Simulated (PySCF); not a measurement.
Isomers of C4H13NSi2, one GFN2-xTB conformer each. Single-point energies are computed at PBE0/pcSseg-1 (PySCF, gas phase, no added dispersion term), electronic only.

Task: Rank them by PBE0/pcSseg-1 energy, lowest first (kcal/mol).
A. `[CH3:1][NH:2][Si:3]1([CH3:4])[CH2:5][SiH2:6][CH2:7]1` with C1–N2–Si3–C4 176°
B. `[CH2:1]=[CH:2][SiH2:3][CH2:4][SiH2:5][NH:6][CH3:7]` with C1–C2–Si3–C4 111°, C2–Si3–C4–Si5 -59°, Si3–C4–Si5–N6 -174°, C4–Si5–N6–C7 -179°
C. `[SiH3:1][CH2:2][Si@@H:3]1[CH2:4][CH2:5][CH2:6][NH:7]1` with Si1–C2–Si3–C4 165°, C2–Si3–C4–C5 -103°, Si3–C4–C5–C6 -33°, C4–C5–C6–N7 44°, C5–C6–N7–Si3 -35°
D. `[CH2:1]=[CH:2][CH2:3][CH2:4][SiH2:5][NH:6][SiH3:7]` with C1–C2–C3–C4 -119°, C2–C3–C4–Si5 180°, C3–C4–Si5–N6 180°, C4–Si5–N6–Si7 -175°
E. `[CH3:1][SiH2:2][C@@H:3]1[CH2:4][CH2:5][Si@H:6]1[NH2:7]` with C1–Si2–C3–C4 177°, C5–Si6–N7–H 47° and -93°, Si2–C3–C4–C5 -138°, C3–C4–C5–Si6 13°, C4–C5–Si6–N7 -121°, Si2–C3–Si6–C5 131°
F. `[SiH3:1][NH:2][SiH2:3][CH:4]1[CH2:5][CH2:6][CH2:7]1` with Si1–N2–Si3–C4 -37°, N2–Si3–C4–C5 77°, Si3–C4–C5–C6 104°, C4–C5–C6–C7 12°, C5–C6–C7–C4 -12°, Si3–C4–C7–C6 -105°

Result: A (0.0), C (4.3), E (9.1), D (19.0), F (20.5), B (28.6).

As drawn, the lowest has a four-membered ring, which the highest lacks; the highest has a C=C bond outside aromatic rings, which the lowest lacks. Neighbours under 2.5 kcal/mol apart (C=CCC[SiH2]N[SiH3] and [SiH3]N[SiH2]C1CCC1) can change places with a better method, another conformer or zero-point energy. GFN2-xTB itself gives, in the same order: 39.9, 12.6, 34.4, 12.1, 0.0, 43.4. GFN2-xTB puts [SiH3]N[SiH2]C1CCC1 lowest instead; measured from each level's own lowest isomer, the values differ by up to 39.9 kcal/mol (CN[Si]1(C)C[SiH2]C1: 39.9 against 0.0).

Task: Which frontier levels, dipoles and rotational constants go with these structures?

Result: 
```
                  SMILES  HOMO (eV, PBE0/pcSseg-1)  LUMO (eV)  dipole (D)       A, B, C (MHz)
     CN[Si]1(C)C[SiH2]C1                     -6.46       0.80        1.43    2185, 1413, 1086
    [SiH3]C[Si@@H]1CCCN1                     -6.55       0.84        0.85  3899, 938.0, 841.3
C[SiH2][C@@H]1CC[Si@H]1N                     -6.94       0.92        2.17   2423, 1211, 884.5
      C=CCC[SiH2]N[SiH3]                     -7.26       0.23        1.04  8875, 491.8, 482.4
     [SiH3]N[SiH2]C1CCC1                     -7.18       0.40        0.13   3243, 1012, 840.7
      C=C[SiH2]C[SiH2]NC                     -6.54      -0.25        1.41  3598, 723.5, 636.7
```

Task: As an exercise, what shares would exp(−E/RT) give at 500 K from these electronic energies alone (no entropy, no degeneracies)?

Result: RT = 0.994 kcal/mol: CN[Si]1(C)C[SiH2]C1 98.7 %, [SiH3]C[Si@@H]1CCCN1 1.3 %, C[SiH2][C@@H]1CC[Si@H]1N under 0.1 %, C=CCC[SiH2]N[SiH3] under 0.1 %, [SiH3]N[SiH2]C1CCC1 under 0.1 %, C=C[SiH2]C[SiH2]NC under 0.1 %.
